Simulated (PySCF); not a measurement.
Computed IR spectrum (relative IR intensity) of a molecule C2H8BNO. The structure is a stationary point at PBE-D3(BJ)/def2-SVP. One conformer was computed; it need not be the lowest. All values below come from PBE-D3(BJ)/def2-SVP run with PySCF 2.14.0. Frequencies are harmonic and unscaled.

Lines under 2 % of the strongest are left out, and lines within 2 cm⁻¹ are merged.

```
ν (cm⁻¹)  relative intensity
--------  ------------------
35                       2.0
377                       75
412                      3.6
450                       47
537                      7.1
600                       20
736                      4.8
849                      8.0
954                       30
988                       34
1203                     5.9
1213                      12
1335                      28
1348                      26
1380                      31
1395                      63
1431                     8.3
1547                     100
2952                      14
2962                      21
2999                      12
3040                      19
3059                      13
3517                     8.6
3622                     7.8
3744                     9.4
```

### Question
Identify the compound among the candidates.
A. CNB(C)O
B. CN(C)BO
C. CCB(N)O
D. CNBOC

### Answer
C, CCB(N)O
